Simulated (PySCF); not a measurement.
# Heteronuclear NMR

Molfile (atoms numbered from 1):
```
C4H13N2PSi
     RDKit          3D

 21 20  0  0  0  0  0  0  0  0999 V2000
   -0.2137    2.2655    1.5052 C   0  0  0  0  0  0  0  0  0  0  0  0
   -0.3189    1.0227    1.4418 N   0  0  0  0  0  0  0  0  0  0  0  0
    0.6547   -0.0646    0.4775 Si  0  0  2  0  0  4  0  0  0  0  0  0
    1.2430   -1.3734    1.4453 N   0  0  0  0  0  0  0  0  0  0  0  0
    2.3579    1.1156   -0.4373 P   0  0  0  0  0  0  0  0  0  0  0  0
   -0.4743   -0.7716   -0.8888 C   0  0  0  0  0  0  0  0  0  0  0  0
   -0.9172    0.3380   -1.8350 C   0  0  0  0  0  0  0  0  0  0  0  0
   -1.6818   -1.4829   -0.2936 C   0  0  0  0  0  0  0  0  0  0  0  0
    0.5351    2.8455    0.9505 H   0  0  0  0  0  0  0  0  0  0  0  0
   -0.8893    2.8295    2.1421 H   0  0  0  0  0  0  0  0  0  0  0  0
    0.5588   -1.9976    1.8423 H   0  0  0  0  0  0  0  0  0  0  0  0
    1.9546   -1.1771    2.1312 H   0  0  0  0  0  0  0  0  0  0  0  0
    3.1203    1.0817    0.7151 H   0  0  0  0  0  0  0  0  0  0  0  0
    3.0033    0.0145   -0.9593 H   0  0  0  0  0  0  0  0  0  0  0  0
    0.1002   -1.5019   -1.4661 H   0  0  0  0  0  0  0  0  0  0  0  0
   -0.0531    0.8623   -2.2429 H   0  0  0  0  0  0  0  0  0  0  0  0
   -1.5370    1.0602   -1.3065 H   0  0  0  0  0  0  0  0  0  0  0  0
   -1.4960   -0.0674   -2.6641 H   0  0  0  0  0  0  0  0  0  0  0  0
   -2.3354   -1.8532   -1.0829 H   0  0  0  0  0  0  0  0  0  0  0  0
   -1.3686   -2.3277    0.3142 H   0  0  0  0  0  0  0  0  0  0  0  0
   -2.2514   -0.8013    0.3326 H   0  0  0  0  0  0  0  0  0  0  0  0
  1  2  2  0
  2  3  1  0
  3  4  1  1
  3  5  1  0
  3  6  1  0
  6  7  1  0
  6  8  1  0
  1  9  1  0
  1 10  1  0
  4 11  1  0
  4 12  1  0
  5 13  1  0
  5 14  1  0
  6 15  1  0
  7 16  1  0
  7 17  1  0
  7 18  1  0
  8 19  1  0
  8 20  1  0
  8 21  1  0
M  END
```

PySCF 2.14 calculation with shielding tensors at PBE0/pcSseg-1 (GIAO) and geometry from GFN2-xTB; no solvent model, non-relativistic, fast rotation and ring inversion assumed for equivalent nuclei, single conformer.

Question: Predict the ³¹P NMR data.

Answer: 
```csv
atoms,environment,σ (ppm),δ (ppm)
P5,"phosphorus bonded to Si, 2 H",626.3,-248.7
```

Shieldings were converted by a linear fit to measured shifts: ³¹P (scatter 18.1 ppm rms vs H3PO4, solution or neat liquid). A few per cent of atoms miss by over 2 rms, more outside the fitted compound classes.

On a 600 MHz spectrometer ³¹P resonates near 242.9 MHz, so 1 ppm is 242.9 Hz.

Question: What are the ²⁹Si shifts?

Answer: 
```
atoms                  environment  σ (ppm)  δ (ppm)
  Si3  silicon bonded to C, 2 N, P    342.6     -1.7
```

Shieldings were converted by a linear fit to measured shifts: ²⁹Si (scatter 8.9 ppm rms, 25.8 ppm with the 6 outliers that the fit left out vs TMS, solution or neat liquid). A few per cent of atoms miss by over 2 rms, more outside the fitted compound classes.

On a 600 MHz spectrometer ²⁹Si resonates near 119.2 MHz, so 1 ppm is 119.2 Hz.

Question: Where does ¹⁵N resonate?

Answer: 
| atoms | environment | σ (ppm) | δ (ppm) |
| --- | --- | --- | --- |
| N2 | imine nitrogen | -170.1 | 8.7 |
| N4 | nitrogen bonded to Si, 2 H | 235.2 | -364.8 |

Shieldings were converted by a linear fit to measured shifts: ¹⁵N: δ = -148.07 − 0.921σ (rms 6.3 ppm, 71 shifts vs CH3NO2, solution or neat liquid). Occasional misses reach two or three times the rms, and more in compound classes unlike the fitted ones.

On a 500 MHz spectrometer ¹⁵N resonates near 50.7 MHz, so 1 ppm is 50.7 Hz.
